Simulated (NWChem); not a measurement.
Everything below was run with NWChem. System: HGa, charge 0, spin multiplicity 1, at a geometry optimised with PBE0/def2-SVP. The structure started from a generated list of species. Level: RHF/def2-TZVP.

Job file:

```
start mol
memory heap 200 mb stack 900 mb global 1100 mb
geometry units angstroms nocenter noautoz
  Ga     0.000000     0.000000     0.052576
  H      0.000000     0.000000    -1.629851
  symmetry group C2v
end
basis spherical
  * library def2-tzvp
end
scf
  rhf
  nopen 0
  maxiter 100
  thresh 1e-7
  semidirect memsize 60000000 filesize 0
end
task scf energy
```

NWChem printed:

```
             Northwest Computational Chemistry Package (NWChem) 7.3.0
             --------------------------------------------------------

                                NWChem Input Module
                                -------------------

 Scaling coordinates for geometry "geometry" by  1.889725989
 (inverse scale =  0.529177249)

 Turning off AUTOSYM since
 SYMMETRY directive was detected!

                             Geometry "geometry" -> ""
                             -------------------------

 Output coordinates in angstroms (scale by  1.889725989 to convert to a.u.)

  No.       Tag          Charge          X              Y              Z
 ---- ---------------- ---------- -------------- -------------- --------------
    1 Ga                  31.0000     0.00000000     0.00000000     0.05257600
    2 H                    1.0000     0.00000000     0.00000000    -1.62985100

 Effective nuclear repulsion energy (a.u.)       9.7504942081

            Nuclear Dipole moment (a.u.)
            ----------------------------
        X                 Y               Z
 ---------------- ---------------- ----------------
     0.0000000000     0.0000000000     0.0000094486

      Symmetry information
      --------------------

 Group name             C2v
 Group number             16
 Group order               4
 No. of unique centers     2

      Symmetry unique atoms

     1    2


 Summary of "ao basis" -> "" (spherical)
 ------------------------------------------------------------------------------
       Tag                 Description            Shells   Functions and Types
 ---------------- ------------------------------  ------  ---------------------
 *                         def2-tzvp                  on all atoms

 Summary of "ao basis" -> "ao basis" (spherical)
 ------------------------------------------------------------------------------
       Tag                 Description            Shells   Functions and Types
 ---------------- ------------------------------  ------  ---------------------
 Ga                        def2-tzvp                16       48   6s5p4d1f
[...]
   Bfn.  Coefficient  Atom+Function         Bfn.  Coefficient  Atom+Function
  ----- ------------  ---------------      ----- ------------  ---------------
    24      0.903044  1 Ga d  0              29      0.206561  1 Ga d  0

 Vector   15  Occ=2.000000D+00  E=-5.102895D-01  Symmetry=a1
              MO Center=  1.7D-15, -2.6D-15, -8.0D-01, r^2= 1.7D+00
   Bfn.  Coefficient  Atom+Function         Bfn.  Coefficient  Atom+Function
  ----- ------------  ---------------      ----- ------------  ---------------
     5      0.488071  1 Ga s                  6      0.311533  1 Ga s
     4     -0.235635  1 Ga s                 50      0.228243  2 H  s
     3     -0.161204  1 Ga s

 Vector   16  Occ=2.000000D+00  E=-2.956610D-01  Symmetry=a1
              MO Center=  5.6D-15, -5.0D-15,  5.1D-02, r^2= 3.0D+00
   Bfn.  Coefficient  Atom+Function         Bfn.  Coefficient  Atom+Function
  ----- ------------  ---------------      ----- ------------  ---------------
     6      0.460500  1 Ga s                  5      0.358015  1 Ga s
    18      0.305247  1 Ga pz                21      0.270016  1 Ga pz
    51     -0.234101  2 H  s                 50     -0.211463  2 H  s
     4     -0.170512  1 Ga s

 Vector   17  Occ=0.000000D+00  E= 3.366410D-02  Symmetry=b1
              MO Center= -8.4D-15,  3.2D-28,  3.2D-02, r^2= 4.5D+00
   Bfn.  Coefficient  Atom+Function         Bfn.  Coefficient  Atom+Function
  ----- ------------  ---------------      ----- ------------  ---------------
    19      0.827871  1 Ga px                16      0.256906  1 Ga px

 Vector   18  Occ=0.000000D+00  E= 3.366410D-02  Symmetry=b2
              MO Center= -4.4D-28,  1.2D-14,  3.2D-02, r^2= 4.5D+00
   Bfn.  Coefficient  Atom+Function         Bfn.  Coefficient  Atom+Function
  ----- ------------  ---------------      ----- ------------  ---------------
    20      0.827871  1 Ga py                17      0.256906  1 Ga py

 Vector   19  Occ=0.000000D+00  E= 1.601680D-01  Symmetry=a1
              MO Center= -4.6D-15,  6.4D-15,  2.7D-01, r^2= 6.4D+00
   Bfn.  Coefficient  Atom+Function         Bfn.  Coefficient  Atom+Function
  ----- ------------  ---------------      ----- ------------  ---------------
    51      2.032412  2 H  s                 21      1.764149  1 Ga pz
     6     -1.325776  1 Ga s

 center of mass
 --------------
 x =   0.00000000 y =   0.00000000 z =   0.05353638

 moments of inertia (a.u.)
 ------------------
          10.040400197740           0.000000000000           0.000000000000
           0.000000000000          10.040400197740           0.000000000000
           0.000000000000           0.000000000000           0.000000000000

  Mulliken analysis of the total density
  --------------------------------------

    Atom       Charge   Shell Charges
 -----------   ------   -------------------------------------------------------
    1 Ga  31    30.82   2.00  2.00  1.18  0.78  0.99  0.90  5.98  4.43  1.56  0.50  0.41  8.88  1.13 -0.01  0.06  0.01
    2 H    1     1.18   0.22  0.57  0.39  0.00

       Multipole analysis of the density wrt the origin
       ------------------------------------------------

     L   x y z        total         open         nuclear
     -   - - -        -----         ----         -------
     0   0 0 0     -0.000000      0.000000     32.000000

     1   1 0 0     -0.000000      0.000000      0.000000
     1   0 1 0      0.000000      0.000000      0.000000
     1   0 0 1      0.083228      0.000000      0.000009

     2   2 0 0    -11.809797      0.000000      0.000000
     2   1 1 0     -0.000000      0.000000      0.000000
     2   1 0 1      0.000000      0.000000      0.000000
     2   0 2 0    -11.809797      0.000000      0.000000
     2   0 1 1     -0.000000      0.000000      0.000000
     2   0 0 2    -18.080905      0.000000      9.792235

 Task  times  cpu:        0.4s     wall:        0.4s

 Total times  cpu:        0.5s     wall:        0.5s
```
